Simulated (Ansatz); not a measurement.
Na2Te. The state is a triplet with charge 0. Geometry r2SCAN-D4/def2-TZVP; atoms count from 1.

```csv
atom,x (Å),y (Å),z (Å)
Na1,-1.006,1.547,0.213
Na2,1.520,-0.452,0.968
Te3,-0.514,-1.095,-1.181
```

In the def2 sets Te takes a core potential; there is no spin–orbit coupling. At PBE0-D4/def2-TZVP a singlet of charge 0 lies 1.23 eV below the triplet, each at its own geometry. The structure comes from a short search, and lower isomers may exist.

Estimate the Mulliken populations from the PBE0/def2-TZVP orbitals of Ansatz.


```csv
atom,charge (e),spin (α − β)
Na1,0.23,0.46
Na2,0.23,0.46
Te3,-0.46,1.08
```
Mulliken values and Mayer orders depend strongly on the basis.

Where does the spin sit?

Summed by element: Na 0.92, Te 1.08, of 2 unpaired in all. Largest on single atoms: Te3 1.08, Na1 0.46, Na2 0.46.

And the Mayer bond orders between bonded heavy atoms (over 0.3)?

Na1–Na2 0.49 (3.31 Å); Na1–Te3 0.45 (3.03 Å); Na2–Te3 0.45 (3.03 Å).
